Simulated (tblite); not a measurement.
Compound: C5H17NSi2.
SMILES with atom numbers: `[CH3:1][CH2:2][N:3]([CH3:4])[CH2:5][CH:6]([SiH3:7])[SiH3:8]` (hydrogens: H9, H10, H11 on C1; H12, H13 on C2; H14, H15, H16 on C4; H17, H18 on C5; H19 on C6; H20, H21, H22 on Si7; H23, H24, H25 on Si8)

Geometry (GFN2-xTB, Å), atoms numbered from 1 in this order:
```
atom  x, y, z in Å
C1     2.5826   -1.4437   -0.5737
C2     1.6313   -0.3443   -1.0337
N3     0.7715    0.1187    0.0427
C4     1.5115    0.8379    1.0585
C5    -0.3863    0.8800   -0.4101
C6    -1.5243    0.6047    0.5633
Si7   -3.2220    0.9896   -0.1826
Si8   -1.2299   -1.2038    1.1109
H9     3.3757   -1.0517    0.0575
H10    3.0411   -1.9149   -1.4396
H11    2.0260   -2.1930   -0.0169
H12    2.2070    0.4887   -1.4750
H13    0.9842   -0.7553   -1.8130
H14    0.8225    1.1999    1.8180
H15    2.0566    1.6984    0.6408
H16    2.2233    0.1710    1.5403
H17   -0.6675    0.5130   -1.4005
H18   -0.1635    1.9543   -0.5094
H19   -1.4016    1.2396    1.4458
H20   -4.2647    0.8133    0.8276
H21   -3.2560    2.3808   -0.6540
H22   -3.4694    0.1113   -1.3286
H23   -0.1962   -1.3459    2.1347
H24   -2.4838   -1.6685    1.7321
H25   -0.9791   -2.0562   -0.0482
```

Level: GFN2-xTB in tblite, geometry and Hessian alike; calculated harmonic values, unscaled, isolated species. The method is semi-empirical: single wavenumbers can be off by several per cent or more. Modes of hydrogen on silicon can be 10 to 20 % off. One conformer, not necessarily the lowest.

Harmonic wavenumbers (cm⁻¹): 54.9, 73.5, 89.3, 111.7, 124.3, 163.0, 193.9, 216.7, 234.9, 269.6, 296.9, 342.4, 404.8, 425.7, 492.4, 506.1, 533.3, 544.9, 593.0, 662.2, 756.2, 775.8, 792.9, 803.3, 821.9, 831.0, 842.4, 853.0, 901.6, 944.3, 1005.6, 1060.4, 1075.3, 1085.1, 1103.4, 1107.2, 1142.7, 1164.9, 1225.6, 1265.6, 1269.4, 1294.7, 1338.4, 1376.3, 1406.1, 1415.7, 1477.1, 1485.2, 1490.1, 1497.6, 1499.6, 1511.4, 2162.3, 2212.2, 2246.1, 2263.4, 2268.4, 2276.1, 2810.8, 2838.0, 2859.3, 2921.7, 2955.0, 2965.2, 3025.7, 3036.8, 3039.0, 3045.2, 3047.8.

A = 2326, B = 744.4, C = 681.1 MHz; mass 147.090 u (most abundant isotopes); point group C1, symmetry number 1.

Problem. What is the zero-point energy?

Solution. Half the sum of the wavenumbers: 44463 cm⁻¹ = 531.90 kJ/mol.

Problem. Entropy at 500 K, 1 bar (ideal gas, RRHO, classical rotation)?

Solution. Translation 181.85, rotation 131.92, vibration 279.26: S = 593.0 J/(mol K).

Problem. And Cp and H(500 K) − H(0)?

Solution. Cp = 309.16 J/(mol K), of which vibrations give 275.91 (their classical limit is 69 R = 573.7); H(500 K) − H(0) = 88.86 kJ/mol without the zero-point energy, 72.23 from vibrations.

Problem. Blend soft modes into free rotors: weight 1/[1 + (100 cm⁻¹/ν̃)⁴] for the oscillator and the rest for a rotor with moment μB/(μ + B), μ = h/(8π²ν), B = 10⁻⁴⁴ kg m². What vibrational entropy results?

Solution. 261.85 J/(mol K) in place of 279.26, which changes −T·S at 500 K by +8.70 kJ/mol.

Problem. What must be added to the electronic energy to get the Gibbs energy at 500 K and 1 bar?

Solution. ZPE + [H(500 K) − H(0)] − T·S = 531.90 + 88.86 − 296.51 = 324.25 kJ/mol.

Problem. Which modes carry the vibrational entropy at 500 K?

Solution. 54.9 cm⁻¹: 23.67; 73.5 cm⁻¹: 21.25; 89.3 cm⁻¹: 19.64; 111.7 cm⁻¹: 17.79; 124.3 cm⁻¹: 16.91; 163.0 cm⁻¹: 14.68 J/(mol K); the other 63 give 165.33 together.

Problem. How do the functions run with temperature in this model?

Solution. 
```
 T (K)  S (J/(mol K))  Cp (J/(mol K))  H − H(0) (kJ/mol)  G − H(0) (kJ/mol)  ln q(vib)
    50          251.9            61.8               2.18             -10.42       0.53
   100          305.6            95.6               6.15             -24.41       2.06
298.15          460.4           207.8              36.21            -101.07       9.10
373.15          511.5           248.8              53.35            -137.53      11.76
   750          736.1           396.4             177.82            -374.26      24.66
  1000          858.7           454.6             284.68            -574.00      32.52
```

q(vib) and H(0) count from the zero-point level.

Hindered rotation and anharmonicity are outside this model. Other conformers, if any are populated, would add a mixing term that is left out. The structure is chiral; the term R ln 2 for an equal mix with its mirror image is left out.
